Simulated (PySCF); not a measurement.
H₂O₃S, SMILES O=S(O)O. The structure is a stationary point at B3LYP-D3(BJ)/def2-SVP. One conformer was computed; it need not be the lowest.

Computed equilibrium geometry at B3LYP-D3(BJ)/def2-SVP (PySCF confirms it by a frequency run) as bond lengths and angles, and its point group (one conformer of several):
point group Cs.
Atoms: O1 S2 O3 O4 H5 H6. Bond lengths (Å): O1–S2 1.478, S2–O3 1.659, S2–O4 1.659, O3–H5 0.977, O4–H6 0.977. Angles (°): O1–S2–O3 105.6, O1–S2–O4 105.6, O3–S2–O4 100.2, S2–O3–H5 107.5, S2–O4–H6 107.5.
